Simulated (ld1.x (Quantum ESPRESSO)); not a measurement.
An odd input for ld1.x (Quantum ESPRESSO) 7.5 (La (Z = 57))

Command:

```bash
ld1.x < La.in > La.out
```

Input:

```
&input
   title='La', zed=57., rel=1, dft='PBE', iswitch=3,
   config='[Xe] 4f0 5d0 6s0 6p0',
   nld=4, rlderiv=3.40, eminld=-7.0, emaxld=5.0, deld=0.02
 /
 &inputp
   pseudotype=2, tm=.false., lloc=0,
   nlcc=.true.,
   file_pseudopw='La.UPF', file_wfcaegen='ae.wfc', file_wfcncgen='nc.wfc', file_beta='beta', file_chi='chi'
 /
4
5P  2  1   6.00   0.00  3.15  3.15  0.0
5D  3  2   0.00   0.00  3.10  3.10  0.0
4F  4  3   0.00   0.00  1.10  1.10  0.0
5S  1  0   2.00   0.00  1.90  1.90  0.0
 &test
   configts(1)='4f0 5s2 5p6 5d0 6s0 6p0'
 /
```

This is an input that runs to its end, with one change: tm switched.

Task: How does the run end?

Result: The program runs through. The occupied levels of the test differ from the all-electron ones by at most 0.00001 Ry (unchanged input: 0.00001 Ry).

```
     4 3     4F   1( 0.00)       -2.00708       -2.00708        0.00000
     1 0     5S   1( 2.00)       -4.53228       -4.53229        0.00001
     2 1     5P   1( 6.00)       -3.28855       -3.28855       -0.00000
     3 2     5D   1( 0.00)       -1.71652       -1.71652        0.00000
     2 0     6S   1( 0.00)       -1.49344       -1.51922        0.02579  !
     3 1     6P   1( 0.00)       -1.16590       -1.17917        0.01327  !

     eps = 1.2E-15  iter =  3

     Etot =  -16983.946252 Ry,   -8491.973126 Ha, -231078.360722 eV
     Etotps =   -75.990652 Ry,     -37.995326 Ha,   -1033.905491 eV

     Ekin =      13.531910 Ry,       6.765955 Ha,     184.111015 eV
     Encl =    -100.240308 Ry,     -50.120154 Ha,   -1363.838867 eV
     Ehrt =      34.103696 Ry,      17.051848 Ha,     464.004425 eV
     Ecxc =     -23.669268 Ry,     -11.834634 Ha,    -322.036799 eV
     (Ecc =     -14.605147 Ry,      -7.302574 Ha,    -198.713149 eV)
     Epseu=       0.283318 Ry,       0.141659 Ha,       3.854734 eV

     ---------------------- End of pseudopotential test ----------------------
```
